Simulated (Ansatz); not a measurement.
Diatomic ScN, multiplicity 3 (not the ground state: that is measured with 2S+1 = 1). No spin–orbit coupling. Sc is treated without relativity.

Constants: fifth-degree fit in 1/R to seven points, most abundant isotopes. In def2 and cc sets the state is the lowest found near the PBE0 minimum, followed along R.

Programs: Ansatz (Gaussian basis) for Hartree–Fock, density functionals and correlated methods. Each number belongs to the level named beside it.

Energies at PBE/def2-TZVPP:

```csv
R (Å),E (hartree)
1.574282,-815.06342926
1.616602,-815.07071517
1.655536,-815.07469252
1.699548,-815.07650111
1.743560,-815.07590543
1.794343,-815.07277611
1.853590,-815.06653091
```

Question: With a reduced mass of 10.6773 u, find the minimum, the force constant and the constants.

Answer: A fifth-degree polynomial in 1/R puts the minimum at r_e = 1.7095 Å with force constant 518 N/m. Then ω_e = (1/2πc)√(k/μ) = 907 cm⁻¹ and B_e = h/(8π²cμr_e²) = 0.5402 cm⁻¹; the cubic and quartic terms give α_e = 0.0028 and ω_e x_e = 3.8 cm⁻¹.

Ansatz is an electronic-structure program.
